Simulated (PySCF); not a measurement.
# Bond lengths and vibrations by method: CFH3Si2

Calculated results; nothing here was measured. They come from PySCF 2.14.0, an open-source quantum chemistry program, on an isolated molecule that a program drew, which may never have been made. The molecule is CFH3Si2 (charge 0, singlet), drawn as the SMILES string `C=[SiH][Si]F`.

The geometry was optimised and harmonic frequencies were computed with HF and MP2, all in the cc-pV(D+d)Z basis, for the commonest isotopes, with a restricted reference for singlets and an unrestricted one otherwise, and a frozen core in MP2. Each result is a local minimum of its method.

Geometry at the HF minimum:
```xyz
7
CFH3Si2, angstrom
C    -1.2257    0.8523   -2.1195
Si   -0.0603    1.3462   -0.9697
Si   -0.3975    3.4257    0.2110
F    -1.8112    3.7653   -0.5339
H    -2.0985    1.4697   -2.3047
H    -1.1695   -0.0599   -2.7042
H     1.1274    0.4970   -0.7241
```

Lengths of the bonds as drawn, in Å (atoms numbered as above):
```
bond,HF,MP2
C1-Si2,1.710,1.741
Si2-Si3,2.415,2.405
Si3-F4,1.634,1.656
C1-H5,1.085,1.098
C1-H6,1.085,1.098
Si2-H7,1.481,1.486
```

Rotational constants, in GHz:
```
constant,HF,MP2
A,8.756,8.391
B,2.8,2.875
C,2.122,2.141
```

Harmonic frequencies in cm^-1, each column in rising order, so a row needn't be the same motion in every method:
| rank | HF | MP2 |
|---|---|---|
| 1 | 75 | 64 |
| 2 | 112 | 107 |
| 3 | 279 | 258 |
| 4 | 321 | 294 |
| 5 | 411 | 405 |
| 6 | 662 | 610 |
| 7 | 747 | 687 |
| 8 | 844 | 790 |
| 9 | 908 | 814 |
| 10 | 910 | 852 |
| 11 | 1008 | ? |
| 12 | 1504 | 1387 |
| 13 | 2315 | 2268 |
| 14 | 3294 | 3168 |
| 15 | 3389 | 3276 |

**Estimate the missing MP2 frequency from the HF column.**

A single factor s that minimises the squared misfit of MP2 against s times HF over the other rows is sum(HF x MP2) / sum(HF^2) = 0.9595, with an rms misfit of 29 cm^-1. For rank 11 it gives 0.9595 x 1008 = 967 cm^-1. The calculation gives 920 cm^-1, 47 cm^-1 below the estimate. The drawn bonds are on average 0.9 % longer in MP2 than in HF.
